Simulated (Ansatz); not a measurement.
A run for Ansatz (a first-principles code): U-PBE/def2-TZVPP on FH3Sn (SMILES [F][SnH3]), a point of a bond scan (R = 5.239 Å). Elements past Kr take the def2 small-core potentials; no spin–orbit coupling.

Ansatz 0.2 input:
```yaml
crystal:
  periodic: [false, false, false]
  atoms:
    - {symbol: Sn, position_ang: [-0.23519491, -0.07216408, -0.08673068]}
    - {symbol: F, position_ang: [4.48881481, 1.37728826, 1.65529917]}
    - {symbol: H, position_ang: [0.08984727, -1.18217036, -1.33958590]}
    - {symbol: H, position_ang: [-0.96056705, 1.37602894, -0.61963295]}
    - {symbol: H, position_ang: [-0.99947951, -0.76768566, 1.26956257]}
basis:
  gaussian:
    orbitals: def2-TZVPP
hamiltonian:
  xc: {name: PBE}
magnetization: {spin_polarized: true, initial_magnetization: 0}
```

It printed:

```
WARN ansatz: RAYON_NUM_THREADS=1 ignored (pool sized by the plan → 1); use --threads N
Functional definition: PBE
integrals: 0.03 GiB planned
721 factors; their error is unknown
mean field: 0.32 GiB planned
mean field evaluation 1: about -8582.6338 eV, gradient 4.2e1 eV
mean field evaluation 2: about -8216.9878 eV, gradient 1.2e2 eV
mean field evaluation 4: about -8582.6728 eV, gradient 4.1e1 eV
mean field evaluation 8: about -8585.6412 eV, gradient 2.8e1 eV
mean field evaluation 16: about -8590.8803 eV, gradient 1.3e-5 eV
mean field evaluation 32: about -8591.2891 eV, gradient 2.4e-5 eV
mean field evaluation 64: about -8591.2139 eV, gradient 1.0e-1 eV
mean field evaluation 96: about -8591.1871 eV, gradient 2.5e-2 eV
mean field evaluation 128: about -8591.2891 eV, gradient 1.4e-4 eV
mean field evaluation 160: about -8591.2192 eV, gradient 1.9e-1 eV
mean field evaluation 192: about -8591.2617 eV, gradient 7.3e-1 eV
mean field -8591.28913344 eV, -315.7240522691 hartree, gradient 8.1e-6 eV, S^2 0.648725; 16 other end points of the search recorded, 0 dependent functions left out
reference -8591.28918490 eV, -315.7240541603 hartree; 17, 17 occupied and 106, 106 virtual orbitals, 721 factors
Total energy: -8591.28918490 eV, -315.7240541603 hartree
```

The calculation finished and met its thresholds. Its determinant has ⟨S²⟩ = 0.65, a mixture of spin states.

Cost: about 29 core-seconds (a rough figure).
